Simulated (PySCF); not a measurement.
AlH4OP. Atoms are numbered in the order given.

```xyz
7

Al    -0.2628     0.1410    -0.7801
H     -0.7331    -0.5195    -2.1430
O     -0.2161     1.8299    -0.6232
H     -0.4627     2.4284    -1.3266
P      0.2627    -1.0750     1.1209
H      1.3771    -0.2434     1.4138
H      1.0240    -2.0128     0.3701
```
Charge 0, spin multiplicity 1.

Coordinates come from a PBE0-D3(BJ)/def2-TZVP optimisation. The values are those of a single conformer.

Level of theory: r2SCAN/def2-TZVPD run with PySCF.

### Question
Estimate the frontier levels, gap, dipole moment and polarisability. (Estimate from the structure and the level; the computed values follow.)

### Answer

The highest occupied level comes out as -6.48 eV and the lowest empty level is -1.37 eV. The orbital gap comes out as 5.11 eV. The dipole moment comes out as 1.49 D. The quadrupole, principal values (traceless, Buckingham form, about the centre of nuclear charge) is -5.01, 0.22, 4.80 D·Å and the mean static polarisability is 62.2 bohr³ (9.21 Å³). The polarisability, principal values is 52.8, 57.5, 76.3 bohr³.
